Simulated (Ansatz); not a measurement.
Consider the ligand exchange at the Si–C bond: `CBC(N)[SiH3]` + `N[SiH2][SiH2]Cl` → `[SiH3]N[SiH2][SiH2]Cl` + `CBCN`.

Calculated with Ansatz (gas phase, PBE0-D4/def2-TZVP geometries, no zero-point term in ΔE). CCSD(T)/CBS is the MP2 limit (def2-TZVPP, def2-QZVPP) plus CCSD(T) − MP2 in def2-TZVPP, frozen cores. Functionals use def2-TZVPP. B3LYP here is the variant with VWN-RPA as its local correlation; programs differ in this. HSE06 is defined as in plane-wave codes. One conformer a species, not always the lowest.

`CBC(N)[SiH3]`:

Z-matrix (Å, degrees):
```
C
B 1 1.558
H 1 1.101 2 106.7
H 1 1.092 2 113.6 3 -115.8
H 1 1.092 2 113.7 3 117.5
C 2 1.540 1 123.3 3 -97.1
H 2 1.203 1 120.3 3 83.9
Si 6 1.911 2 100.0 1 -107.6
N 6 1.452 2 117.6 1 7.3
H 6 1.104 2 110.5 1 143.7
H 8 1.486 6 111.4 2 48.5
H 8 1.488 6 107.0 2 167.0
H 8 1.486 6 111.3 2 -74.0
H 9 1.011 6 112.3 2 54.8
H 9 1.010 6 112.5 2 177.5
```

`N[SiH2][SiH2]Cl`:

```xyz
10

N     0.203    0.003   -1.726
Si    0.535   -0.769   -0.227
Si   -0.328    0.652    1.421
Cl   -2.216    1.221    0.773
H    -0.716    0.388   -1.884
H     0.604   -0.344   -2.583
H     2.008   -0.919   -0.082
H    -0.061   -2.127   -0.033
H     0.464    1.896    1.597
H    -0.493   -0.003    2.744
```

`[SiH3]N[SiH2][SiH2]Cl`:

Z-matrix (Å, degrees):
```
Si
N 1 1.727
H 1 1.489 2 111.7
H 1 1.485 2 106.5 3 -118.9
H 1 1.486 2 112.0 3 120.9
Si 2 1.726 1 128.6 3 119.0
H 2 1.010 1 116.3 3 -60.2
Si 6 2.346 2 110.8 1 30.9
H 6 1.489 2 108.7 1 150.2
H 6 1.494 2 113.8 1 -90.7
Cl 8 2.067 6 108.6 2 44.9
H 8 1.487 6 110.2 2 162.8
H 8 1.484 6 114.0 2 -75.2
```

`CBCN`:

```xyz
12

C     1.524   -0.552    0.950
B     0.231    0.233    0.578
C    -0.576   -0.080   -0.714
N    -1.903    0.500   -0.806
H     1.878   -1.250    0.189
H     1.301   -1.132    1.857
H     2.342    0.115    1.240
H    -0.135    1.128    1.297
H     0.126    0.247   -1.514
H    -0.633   -1.169   -0.852
H    -2.253    0.505   -1.755
H    -1.903    1.454   -0.471
```

```json
{"level": "PBE-D4", "ΔE (kJ/mol)": "-32.6", "difference from CCSD(T)/CBS": "13.1"}
{"level": "revPBE-D4", "ΔE (kJ/mol)": "-32.4", "difference from CCSD(T)/CBS": "13.3"}
{"level": "r2SCAN-D4", "ΔE (kJ/mol)": "-40.4", "difference from CCSD(T)/CBS": "5.3"}
{"level": "B97M-V", "ΔE (kJ/mol)": "-45.3", "difference from CCSD(T)/CBS": "0.4"}
{"level": "PBE0-D4", "ΔE (kJ/mol)": "-39.0", "difference from CCSD(T)/CBS": "6.7"}
{"level": "B3LYP-D4", "ΔE (kJ/mol)": "-46.2", "difference from CCSD(T)/CBS": "-0.5"}
{"level": "r2SCANh-D4", "ΔE (kJ/mol)": "-41.9", "difference from CCSD(T)/CBS": "3.8"}
{"level": "r2SCAN0-D4", "ΔE (kJ/mol)": "-43.9", "difference from CCSD(T)/CBS": "1.8"}
{"level": "BHLYP-D4", "ΔE (kJ/mol)": "-54.6", "difference from CCSD(T)/CBS": "-8.9"}
{"level": "CAM-B3LYP-D4", "ΔE (kJ/mol)": "-48.6", "difference from CCSD(T)/CBS": "-2.9"}
{"level": "ωB97X-V", "ΔE (kJ/mol)": "-45.4", "difference from CCSD(T)/CBS": "0.3"}
{"level": "ωB97M-V", "ΔE (kJ/mol)": "-43.5", "difference from CCSD(T)/CBS": "2.2"}
{"level": "B2PLYP", "ΔE (kJ/mol)": "-46.4", "difference from CCSD(T)/CBS": "-0.7"}
{"level": "PBE-QIDH", "ΔE (kJ/mol)": "-43.5", "difference from CCSD(T)/CBS": "2.2"}
{"level": "PBE", "ΔE (kJ/mol)": "-32.4", "difference from CCSD(T)/CBS": "13.3"}
{"level": "BLYP", "ΔE (kJ/mol)": "-41.7", "difference from CCSD(T)/CBS": "4.0"}
{"level": "r2SCAN", "ΔE (kJ/mol)": "-40.3", "difference from CCSD(T)/CBS": "5.4"}
{"level": "PBE0", "ΔE (kJ/mol)": "-38.6", "difference from CCSD(T)/CBS": "7.1"}
{"level": "B3LYP", "ΔE (kJ/mol)": "-45.8", "difference from CCSD(T)/CBS": "-0.1"}
{"level": "r2SCANh", "ΔE (kJ/mol)": "-41.6", "difference from CCSD(T)/CBS": "4.1"}
{"level": "r2SCAN0", "ΔE (kJ/mol)": "-43.6", "difference from CCSD(T)/CBS": "2.1"}
{"level": "HSE06", "ΔE (kJ/mol)": "-38.4", "difference from CCSD(T)/CBS": "7.3"}
{"level": "BHLYP", "ΔE (kJ/mol)": "-53.0", "difference from CCSD(T)/CBS": "-7.3"}
{"level": "CAM-B3LYP", "ΔE (kJ/mol)": "-47.9", "difference from CCSD(T)/CBS": "-2.2"}
{"level": "LC-ωPBE", "ΔE (kJ/mol)": "-42.6", "difference from CCSD(T)/CBS": "3.1"}
{"level": "RPA@PBE/def2-TZVPP", "ΔE (kJ/mol)": "-45.9", "difference from CCSD(T)/CBS": "-0.2"}
{"level": "HF/def2-SVP", "ΔE (kJ/mol)": "-61.6", "difference from CCSD(T)/CBS": "-15.9"}
{"level": "MP2/def2-SVP", "ΔE (kJ/mol)": "-42.1", "difference from CCSD(T)/CBS": "3.6"}
{"level": "CCSD/def2-SVP", "ΔE (kJ/mol)": "-45.5", "difference from CCSD(T)/CBS": "0.2"}
{"level": "CCSD(T)/def2-SVP", "ΔE (kJ/mol)": "-42.7", "difference from CCSD(T)/CBS": "3.0"}
{"level": "HF/def2-TZVPP", "ΔE (kJ/mol)": "-65.3", "difference from CCSD(T)/CBS": "-19.6"}
{"level": "MP2/def2-TZVPP", "ΔE (kJ/mol)": "-44.2", "difference from CCSD(T)/CBS": "1.5"}
{"level": "SCS-MP2/def2-TZVPP", "ΔE (kJ/mol)": "-49.2", "difference from CCSD(T)/CBS": "-3.5"}
{"level": "CCSD/def2-TZVPP", "ΔE (kJ/mol)": "-48.3", "difference from CCSD(T)/CBS": "-2.6"}
{"level": "CCSD(T)/def2-TZVPP", "ΔE (kJ/mol)": "-44.9", "difference from CCSD(T)/CBS": "0.8"}
{"level": "MP2/def2-QZVPP", "ΔE (kJ/mol)": "-45.1", "difference from CCSD(T)/CBS": "0.6"}
{"level": "SCS-MP2/def2-QZVPP", "ΔE (kJ/mol)": "-50.0", "difference from CCSD(T)/CBS": "-4.3"}
{"level": "HF/CBS(def2)", "ΔE (kJ/mol)": "-66.7", "difference from CCSD(T)/CBS": "-21.0"}
{"level": "MP2/CBS(def2)", "ΔE (kJ/mol)": "-45.0", "difference from CCSD(T)/CBS": "0.7"}
{"level": "CCSD/CBS(def2)", "ΔE (kJ/mol)": "-49.1", "difference from CCSD(T)/CBS": "-3.4"}
{"level": "CCSD(T)/CBS", "ΔE (kJ/mol)": "-45.7", "difference from CCSD(T)/CBS": "0"}
```

Largest T1 diagnostic among the species: 0.012.

From BLYP to BHLYP (50 % exact exchange), in def2-TZVPP and without D4, ΔE moves by −11.3 kJ/mol. Leaving LDA and LC-ωPBE aside and taking each functional with its dispersion term where it has one, the values spread over 22.2 kJ/mol, from BHLYP-D4 to revPBE-D4. LDA lies +4.6 kJ/mol from PBE without D4.

CCSD(T)/CBS has its own doubt, a few kJ/mol and more with outer-core shells, so smaller differences from it don't rank the levels.
